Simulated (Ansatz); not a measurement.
Molecule: CuH (charge -1, doublet). The spin state was set by rule; other spins were not relaxed. SMILES of the parent species: [CuH]
Structure (B3LYP-D3(BJ)/def2-TZVP (Ansatz, a first-principles code) minimum search):
```
Cu
H 1 1.6065
```
Charge -1, spin multiplicity 2.

Parts of the frozen-core correlation energy in def2-SVP (Ansatz, hartree). Frozen orbitals: 9; correlated occupied orbitals by spin: 7 and 6; virtual: 20 and 21. Open shells are spin-unrestricted. No spin-orbit coupling. No relativistic terms.

```
term                             value
-------------------------  -----------
reference (HF)             -1639.20750
MP2 opposite-spin             -0.20484
MP2 same-spin                 -0.11522
CCSD correlation              -0.29464
(T)                           -0.01336
CCSDT minus CCSD(T)           -0.00036
CCSDT(Q) minus CCSD(T)         0.00218
T1 diagnostic                    0.044
largest doubles amplitude        0.050
<S^2> of the reference           0.762
```
